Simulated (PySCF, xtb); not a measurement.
ClF₃H₂Si₂, SMILES F[Si](F)(F)[SiH2]Cl.

GFN2-xTB run with xtb 6.7.1 at its own geometry gives an orbital gap of 5.06 eV and a dipole moment of 2.94 D.

Geometry: B3LYP-D3(BJ)/def2-SVP. The structure was generated by enumeration, and PubChem lists no compound with its InChIKey, so it may never have been made. One conformer was computed; it need not be the lowest.

What does PBE/def2-TZVP (PySCF) give? (Estimate from the structure and the level; the computed values follow.)

gap 5.59 eV (levels -7.75 and -2.15 eV), dipole 1.90 D.
